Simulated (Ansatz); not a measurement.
Relaxation of the cluster Sr2O2 with RKS PBE-D4/def2-TZVP.

```sh
$ ansatz run in.yaml --threads 4 --pin off --events-out ev --progress --plain --max-ram 3916MiB
```

```yaml
crystal:
  periodic: [false, false, false]
  atoms:
    - {symbol: Sr, position_ang: [-1.635120, 0.287270, 0.086140]}
    - {symbol: Sr, position_ang: [1.634400, -0.287960, -0.072110]}
    - {symbol: O, position_ang: [0.257480, 1.459450, -0.042880]}
    - {symbol: O, position_ang: [-0.256760, -1.458750, 0.028850]}
basis:
  gaussian: {orbitals: def2-TZVP}
hamiltonian: {xc: pbe, dispersion: d4}
scf: {lower_state_search: "off"}
output: {orbitals: {seedname: orbitals}}
relax: {f_tol: 0.02, max_steps: 100}
```

Run time 4.1 s (4 threads of Arm Neoverse V2 on a shared host).

Positions (Å) and forces (eV/Å) at steps 1, 2, 3, 4, 5 of 5:

```xyz
4
step=1 energy=-5766.3064 eV
Sr   -1.635    0.287    0.086    0.987   -0.158   -0.076
Sr    1.634   -0.288   -0.072   -0.958    0.168    0.018
O     0.257    1.459   -0.043   -0.143   -0.684    0.046
O    -0.257   -1.459    0.029    0.114    0.673    0.012
4
step=2 energy=-5766.2604 eV rejected
Sr   -1.522    0.269    0.073   -1.415    0.249    0.071
Sr    1.523   -0.269   -0.075    1.393   -0.251   -0.065
O     0.258    1.473   -0.035   -0.001   -0.057   -0.002
O    -0.259   -1.473    0.037    0.023    0.058   -0.005
4
step=3 energy=-5766.3706 eV
Sr   -1.592    0.281    0.079   -0.045    0.011   -0.005
Sr    1.593   -0.281   -0.075    0.041   -0.010   -0.009
O     0.252    1.434   -0.037   -0.023   -0.124    0.010
O    -0.252   -1.434    0.033    0.027    0.123    0.004
4
step=4 energy=-5766.3721 eV
Sr   -1.599    0.282    0.068    0.006    0.001    0.029
Sr    1.598   -0.282   -0.086    0.000   -0.001    0.030
O     0.250    1.422   -0.026   -0.006   -0.013   -0.029
O    -0.249   -1.421    0.044    0.001    0.012   -0.030
4
step=5 energy=-5766.3726 eV
Sr   -1.599    0.282    0.077    0.000    0.000    0.001
Sr    1.599   -0.282   -0.078    0.000    0.000    0.001
O     0.249    1.420   -0.035    0.000    0.000   -0.001
O    -0.249   -1.420    0.035    0.000    0.000   -0.001
```

In the def2 sets Sr takes a core potential; there is no spin–orbit coupling. The structure comes from a short search, and lower isomers may exist.
